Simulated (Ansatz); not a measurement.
C$_{2}$H$_{7}$BFNO, relaxed with RKS PBE-D4/def2-SVP in Ansatz 0.2.0 from a rough embedded geometry. The force threshold is 0.03 eV/Å; the program also tests the step.

Charge 0, multiplicity 1. The bonds changed during the relaxation, so this is another structure than the one it started from.

Start:

```xyz
13

B     1.599   -0.019   -0.977
C     0.718   -0.562    0.199
C    -0.510    0.297    0.382
N    -1.401    0.318   -0.777
O    -1.314   -0.219    1.453
F    -0.153    1.617    0.703
H     2.118    1.063   -0.878
H     1.880   -0.708   -1.861
H     1.309   -0.530    1.151
H     0.414   -1.581   -0.035
H    -2.161    0.963   -0.681
H    -1.737   -0.627   -0.970
H    -0.762   -0.013    2.292
```

```tsv
step	energy (eV)	largest force (eV/Å)	largest move (Å)
1	-9100.2734	2.389	0.000
2	-9100.5267	0.817	0.157
3	-9100.6149	0.453	0.099
4	-9100.6418	0.200	0.068
5	-9100.6808	0.253	0.187
6	-9100.7291	0.479	0.195
7	-9100.8688	0.644	0.194
8	-9101.0562	0.604	0.200
9	-9101.1805	0.736	0.195
10	-9101.2317	0.509	0.200
11 (rejected)	-9101.1025	1.469	0.200
12	-9101.2670	0.206	0.097
13	-9101.2712	0.266	0.099
14	-9101.2798	0.085	0.041
15	-9101.2829	0.077	0.062
16	-9101.2851	0.064	0.060
17	-9101.2869	0.058	0.055
18	-9101.2886	0.064	0.066
19	-9101.2900	0.120	0.084
20	-9101.2913	0.118	0.028
21	-9101.2956	0.201	0.122
22	-9101.2989	0.204	0.055
23	-9101.3033	0.295	0.147
24	-9101.3092	0.221	0.033
25	-9101.3166	0.072	0.043
26	-9101.3200	0.054	0.072
27	-9101.3211	0.091	0.079
28	-9101.3215	0.034	0.013
29	-9101.3217	0.016	0.011
```

End:

```xyz
13

B     0.751   -0.284   -1.069
C     0.956   -0.240    0.573
C    -0.482    0.240    0.667
N    -0.650    0.630   -0.776
O    -1.447   -0.700    0.931
F    -0.699    1.368    1.452
H     1.521    0.359   -1.772
H     0.390   -1.360   -1.530
H     1.649    0.544    0.933
H     1.150   -1.177    1.133
H    -0.524    1.643   -0.903
H    -1.559    0.343   -1.164
H    -1.055   -1.367    1.525
```

It took 38 s on 4 threads of an Arm Neoverse V2 on a shared host, with 0.19 GiB of host memory at the peak.
